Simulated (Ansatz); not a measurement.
Input file for C$_{3}$H$_{8}$Si (`C=CC[SiH3]`):

```yaml
crystal:
  periodic: [false, false, false]
  atoms:
    - {symbol: C, position_ang: [-1.368634, 1.322854, 0.738395]}
    - {symbol: C, position_ang: [-0.971674, 0.465085, -0.193170]}
    - {symbol: C, position_ang: [-0.226015, -0.799228, 0.058019]}
    - {symbol: Si, position_ang: [1.584823, -0.638719, -0.446293]}
    - {symbol: H, position_ang: [-1.193895, 1.136513, 1.793724]}
    - {symbol: H, position_ang: [-1.882645, 2.240293, 0.478391]}
    - {symbol: H, position_ang: [-1.168193, 0.700894, -1.237648]}
    - {symbol: H, position_ang: [-0.657190, -1.627932, -0.514279]}
    - {symbol: H, position_ang: [-0.265431, -1.075111, 1.116113]}
    - {symbol: H, position_ang: [2.264951, 0.364371, 0.413726]}
    - {symbol: H, position_ang: [2.280701, -1.947661, -0.309227]}
    - {symbol: H, position_ang: [1.680200, -0.196558, -1.863752]}
basis:
  gaussian: {orbitals: def2-SVP}
correlation: {method: ccsd_t}
```

```sh
$ ansatz run in.yaml --threads 4 --pin off --events-out ev --progress --plain --max-ram 10444MiB
```

Output of Ansatz, abridged:

```
Functional definition: HF
1016 factors; integrals over basis functions are off by at most 1.3e-3 eV
mean field evaluation 1: about -11072.3794 eV, gradient 2.7e1 eV
mean field evaluation 2: about -11072.3841 eV, gradient 2.7e1 eV
mean field evaluation 4: about -11074.7922 eV, gradient 2.8e0 eV
mean field evaluation 8: about -11074.8232 eV, gradient 1.6e-4 eV
mean field -11074.82322135 eV, -406.9922465997 hartree, gradient 2.1e-6 eV, S^2 0.000000; 0 other end points of the search recorded, 0 dependent functions left out
8 core orbitals not correlated: weight in the atoms' cores, before any rotation towards them, 1.000 or more for the frozen orbitals, at most 0.000 for the correlated occupied ones
reference -11074.82322135 eV, -406.9922465997 hartree; 12, 12 occupied and 80, 80 virtual orbitals, 1016 factors
second order -14.04486575 eV of doubles, -0.00000000 eV of singles
cycle   1  -15.09921750 eV  change    -1.1e0 eV  update   8.7e-2
cycle   2  -15.59203757 eV  change   -4.9e-1 eV  update   2.9e-2
cycle   3  -15.65743845 eV  change   -6.5e-2 eV  update   1.0e-2
cycle   4  -15.65772786 eV  change   -2.9e-4 eV  update   3.2e-3
cycle   5  -15.65789587 eV  change   -1.7e-4 eV  update   8.8e-4
cycle   6  -15.65781811 eV  change    7.8e-5 eV  update   2.7e-4
cycle   7  -15.65782738 eV  change   -9.3e-6 eV  update   6.9e-5
cycle   8  -15.65784459 eV  change   -1.7e-5 eV  update   2.8e-5
perturbative correction -0.50247460 eV, -0.0184656011 hartree
Total energy: -11090.98354054 eV, -407.5861273763 hartree
```

Run time 4.3 s (4 threads of an Arm Neoverse N1 on a shared host); peak host memory 0.42 GiB.

Correlation energy per correlated electron: -0.673 eV. T1 diagnostic: 0.0101.
